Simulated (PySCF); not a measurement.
PySCF input file for 1-bromo-3-chloropropa-1,2-diene (C3H2BrCl), SMILES ClC=C=CBr, PBE/pcSseg-1. Geometry: B3LYP-D3(BJ)/def2-SVP.

```python
import numpy as np
from pyscf import gto, scf, dft
from pyscf.prop.nmr import rks as nmr

mol = gto.M(
    atom='''
    Cl   -2.99452615    0.80016057   -0.70574531
    C    -2.00029855   -0.54541104   -0.20222243
    C    -0.71267803   -0.61033812   -0.42658453
    C     0.57195844   -0.67942246   -0.63884020
    Br    1.86533167   -0.00392015    0.59475420
    H    -2.55755416   -1.33094211    0.31665613
    H     1.02399919   -1.12355291   -1.52949963
    ''',
    basis='pcSseg-1',
    charge=0,
    spin=0,
    max_memory=1600,
    verbose=3,
)
mf = dft.RKS(mol, xc='pbe')
mf.grids.level = 3
mf.conv_tol = 1e-10
mf.max_cycle = 100
mf.kernel()
n = nmr.NMR(mf)
n.verbose = 2
n.max_cycle_cphf = 60
sigma = n.kernel()
print('atom   isotropic/ppm   span/ppm')
for i, s in enumerate(sigma):
    w = np.linalg.eigvalsh((s + s.T) / 2)
    print(f'{mol.atom_symbol(i):2s}{i + 1:3d} {w.mean():14.3f} {w[2] - w[0]:11.3f}')
```

Output:

```
converged SCF energy = -3148.79352594626
atom   isotropic/ppm   span/ppm
Cl  1        682.796     328.623
C   2         68.216     126.572
C   3        -35.418      40.788
C   4         72.692     131.417
Br  5       1893.098    1217.381
H   6         24.553       9.003
H   7         24.517      11.109
```

Self-consistency was reached.

Cost: very roughly 30 core-seconds.
